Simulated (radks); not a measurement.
All-electron atom: Os2+ in [Xe] 4f14 5d6 (the NIST ground configuration).

All-electron calculation, Dirac Kohn-Sham, PBE, spin-unpolarised, spherical densities, finite nucleus; open shells fill j = l - 1/2 first; Fermi nuclear charge, rms radius 5.4126 fm. Program: a radial shooting solver on a logarithmic mesh with Libxc functionals.

Energy parts (Ry):
| part | energy |
|---|---|
| total | -34555.4101 |
| kinetic | 39203.8936 |
| electron-nucleus | -86476.1410 |
| Hartree | 13397.6296 |
| exchange-correlation | -680.7924 |

Orbitals (lengths in bohr, moments of r in powers of bohr; r(90%) holds 90 % of the orbital's charge):
orbital,occ.,eigenvalue (Ry),r(90%),<r>,<r^2>
1s1/2,2,-5420.685,0.0323,0.01774,0.0004336
2s1/2,2,-944.4407,0.116,0.07427,0.006586
2p1/2,2,-904.4814,0.102,0.06130,0.004685
2p3/2,4,-791.9440,0.113,0.06950,0.005880
3s1/2,2,-220.7121,0.284,0.1934,0.04290
3p1/2,2,-202.7891,0.276,0.1835,0.03926
3p3/2,4,-178.2483,0.297,0.1986,0.04577
3d3/2,4,-148.1525,0.270,0.1734,0.03533
3d5/2,6,-142.8364,0.276,0.1781,0.03711
4s1/2,2,-47.54334,0.620,0.4317,0.2106
4p1/2,2,-40.01303,0.634,0.4357,0.2163
4p3/2,4,-34.24892,0.682,0.4692,0.2505
4d3/2,4,-21.87626,0.722,0.4824,0.2696
4d5/2,6,-20.80847,0.739,0.4938,0.2823
5s1/2,2,-7.94301,1.45,1.008,1.141
5p1/2,2,-5.62470,1.60,1.101,1.371
4f5/2,6,-5.15378,0.902,0.5526,0.3768
4f7/2,8,-4.94762,0.917,0.5608,0.3884
5p3/2,4,-4.72861,1.75,1.200,1.632
5d3/2,4,-1.71962,2.58,1.672,3.279
5d5/2,2,-1.63623,2.67,1.728,3.506

The highest occupied level is 5d5/2 at -22.262 eV. The electron density at the nucleus is 1.675e+06 e/bohr^3. Summed over all electrons, <r^2> = 42.43 bohr^2, which gives a Langevin (diamagnetic) susceptibility term of -33.6 x 10^-6 cm^3/mol.
